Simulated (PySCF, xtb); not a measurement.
2-methylideneimidazole (C₄H₄N₂), SMILES C=C1N=CC=N1.

Harmonic wavenumbers (cm⁻¹) from GFN2-xTB (xtb) at its own minimum, in rising order: 196, 328, 496, 654, 713, 740, 853, 863, 884, 904, 922, 936, 1000, 1107, 1218, 1235, 1340, 1501, 1601, 1678, 3118, 3140, 3148, 3164.

Problem. What does PySCF with PBE-D3(BJ)/def2-SVP give at its own minimum? (An estimate is asked for; the answer gives what the named calculation found.)

Solution. 225, 360, 526, 715, 741, 747, 870, 871, 905, 920, 923, 944, 969, 1162, 1252, 1298, 1338, 1464, 1570, 1668, 3106, 3119, 3132, 3226. Paired by order, the mean absolute difference is 26 cm⁻¹ and the zero-point energies are 45.4 and 45.8 kcal/mol.
